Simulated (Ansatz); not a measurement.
Consider the formal exchange of groups at a Ge–Ge bond: `[SiH3][GeH2][GeH2][SiH2][GeH3]` + `[SiH3][SiH2][GeH3]` → `[SiH3][SiH2][GeH2][GeH2][SiH2][GeH3]` + `[SiH3][GeH3]`.

Computed with Ansatz on PBE0-D4/def2-TZVP structures; ΔE is electronic, products minus reactants. CCSD(T)/CBS adds triple-zeta CCSD(T) − MP2 to the extrapolated MP2 energy (def2 sets, frozen cores). Functionals use def2-TZVPP. HSE06 is defined as in plane-wave codes. For Ge outer-core shells are correlated without core-valence functions, which leaves a few kJ/mol of doubt a bond. Scalar relativity is left out up to krypton. One conformer a species, not always the lowest.

(1) Is it downhill or uphill in electronic energy at CCSD(T)/CBS, and by how much? (Estimate.)

(2) What do these levels give: revPBE-D4, r2SCANh-D4, r2SCAN0-D4, BLYP, HSE06, BHLYP, CAM-B3LYP, MP2/def2-SVP, SCS-MP2/def2-TZVPP, HF/def2-QZVPP, HF/CBS(def2), MP2/CBS(def2)? (An estimate is asked.)

Largest T1 diagnostic among the species: 0.013.

Answers

(1) Ansatz gave: Downhill: ΔE = -3.1 kJ/mol.

(2) Ansatz gave: revPBE-D4 -3.3, r2SCANh-D4 -2.2, r2SCAN0-D4 -2.4, BLYP 4.2, HSE06 1.1, BHLYP 2.2, CAM-B3LYP 1.7, MP2/def2-SVP -2.8, SCS-MP2/def2-TZVPP -1.9, HF/def2-QZVPP 4.7, HF/CBS(def2) 4.8, MP2/CBS(def2) -3.4 kJ/mol.

The D4 term adds −7.1 kJ/mol with B3LYP and −4.5 kJ/mol with PBE0; it sums over pairs of atoms, weighted by their polarisabilities, and B3LYP, whose exchange is more repulsive, gets the larger term. Leaving LDA and LC-ωPBE aside and taking each functional with its dispersion term where it has one, the values, not all of them listed here, spread over 4.7 kJ/mol, from BLYP-D4 to B2PLYP. LDA lies −5.5 kJ/mol from PBE without D4.

B3LYP here is the variant with VWN-RPA as its local correlation; programs differ in this.
